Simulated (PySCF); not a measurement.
**Bonding in `Cc1ncnn1[Si](C)(C)C`**

Species: C6H13N3Si.
Numbering: `[CH3:1][c:2]1[n:3][cH:4][n:5][n:6]1[Si:7]([CH3:8])([CH3:9])[CH3:10]` (hydrogens: H11, H12, H13 on C1; H14 on C4; H15, H16, H17 on C8; H18, H19, H20 on C9; H21, H22, H23 on C10)

Geometry (GFN2-xTB, Å), atoms numbered from 1 in this order:
```
atom  x, y, z in Å
C1     2.092   -1.469    0.065
C2     1.914   -0.001    0.105
N3     2.885    0.877    0.196
C4     2.240    2.064    0.188
N5     0.943    1.960    0.099
N6     0.713    0.626    0.042
Si7   -0.969    0.060   -0.054
C8    -2.001    1.618   -0.369
C9    -1.392   -0.757    1.615
C10   -1.101   -1.184   -1.491
H11    1.422   -1.954    0.771
H12    3.122   -1.702    0.317
H13    1.878   -1.848   -0.933
H14    2.749    3.004    0.251
H15   -1.863    2.340    0.428
H16   -1.705    2.102   -1.295
H17   -3.058    1.382   -0.436
H18   -2.432   -1.069    1.637
H19   -0.786   -1.637    1.812
H20   -1.239   -0.065    2.437
H21   -0.636   -0.800   -2.395
H22   -0.637   -2.138   -1.259
H23   -2.143   -1.381   -1.720
```

Bond orders from the PBE0/pcSseg-1 density (PySCF). Geometry: GFN2-xTB; no solvent, vibrations or thermal averaging.

(1) Where do the orders between heavy atoms depart from those drawn in the SMILES?

(2) Set the Mayer orders of the bonds between heavy atoms beside their lengths.

## Answers

(1) The largest departure is 0.355, at N6–C2 (drawn aromatic, 1.145), counting aromatic bonds as 1.5. Drawn single, order below 0.88: N6–Si7 (0.677). The bonds drawn aromatic range from 1.15 to 1.62.

(2) 
```tsv
bond	drawn as	length (Å)	Mayer order
C1–C2	single	1.480	1.083
C2–N3	aromatic	1.312	1.573
N3–C4	aromatic	1.351	1.357
C4–N5	aromatic	1.305	1.625
N5–N6	aromatic	1.354	1.153
N6–Si7	single	1.778	0.677
Si7–C8	single	1.895	1.004
Si7–C9	single	1.906	0.985
Si7–C10	single	1.906	0.976
N6–C2	aromatic	1.356	1.145
```

By pair of heavy elements: C–N: lowest N6–C2 (1.145, 1.356 Å), highest C4–N5 (1.625, 1.305 Å). C–Si: lowest Si7–C10 (0.976, 1.906 Å), highest Si7–C8 (1.004, 1.895 Å).

Question: And the bonds to hydrogen?

Answer: C–H: 0.94 to 0.97 (13 bonds).

Question: Sum the orders of all bonds at each heavy atom with more than one neighbour and set the sums beside the valence in the SMILES.

Answer: C1 3.899 (drawn 4), C2 3.801 (drawn 4), N3 2.930 (drawn 3), C4 3.956 (drawn 4), N5 2.778 (drawn 3), N6 2.975 (drawn 3), Si7 3.642 (drawn 4), C8 3.852 (drawn 4), C9 3.832 (drawn 4), C10 3.828 (drawn 4). Orders between atoms that aren't bonded are not in these sums.

For a closed shell the Mayer order of atoms A and B is Σ (PS)μν (PS)νμ over the basis functions μ on A and ν on B, with P the density and S the overlap matrix.
